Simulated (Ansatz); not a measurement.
Potential energy curve for C2H10Al2O6, singlet. The C4–H20 bond (C4 also carries H, H, O; H20 carries nothing else) is varied alone, starting from the PBE0/def2-SVP optimised geometry.

Computed with: UKS-PBE0 = unrestricted PBE0/def2-SVP run with Ansatz (a first-principles code); RKS-PBE0 = restricted PBE0/def2-SVP (Ansatz); UKS-B3LYP = unrestricted B3LYP/def2-SVP in Ansatz; RKS-B3LYP = Ansatz with restricted B3LYP/def2-SVP; UKS-PBE = unrestricted PBE/def2-SVP (Ansatz); RKS-PBE = restricted PBE/def2-SVP run with Ansatz.

Scanned distances (Å): 0.90, 0.96, 1.04, 1.06, 1.10, 1.12, 1.19, 1.26, 1.33, 1.44, 1.60, 1.81, 2.02, 2.33, 2.71, 3.23.

Where does the unrestricted solution first break spin symmetry (<S²> of 0.01 or more)?

UKS-PBE0: between 1.81 and 2.02 Å; UKS-B3LYP: between 1.81 and 2.02 Å; UKS-PBE: between 2.02 and 2.33 Å.

```tsv
R / Å	<S²> UKS-PBE0	E(RKS-PBE0) − E(UKS-PBE0) / kcal/mol	<S²> UKS-B3LYP	E(RKS-B3LYP) − E(UKS-B3LYP) / kcal/mol	<S²> UKS-PBE	E(RKS-PBE) − E(UKS-PBE) / kcal/mol
0.90	0.00	0.0	0.00	0.0	0.00	0.0
0.96	0.00	0.0	0.00	0.0	0.00	0.0
1.04	0.00	0.0	0.00	0.0	0.00	0.0
1.06	0.00	0.0	0.00	0.0	0.00	0.0
1.10	0.00	0.0	0.00	0.0	0.00	0.0
1.12	0.00	0.0	0.00	0.0	0.00	0.0
1.19	0.00	0.0	0.00	0.0	0.00	0.0
1.26	0.00	0.0	0.00	0.0	0.00	0.0
1.33	0.00	0.0	0.00	0.0	0.00	0.0
1.44	0.00	0.0	0.00	0.0	0.00	0.0
1.60	0.00	0.0	0.00	0.0	0.00	0.0
1.81	0.00	0.0	0.00	0.0	0.00	0.0
2.02	0.11	0.1	0.04	0.0	0.00	0.0
2.33	0.66	8.2	0.56	5.7	0.38	1.3
2.71	0.90	23.1	0.86	17.9	0.82	10.3
3.23	0.98	39.9	0.97	32.5	0.97	22.5
```
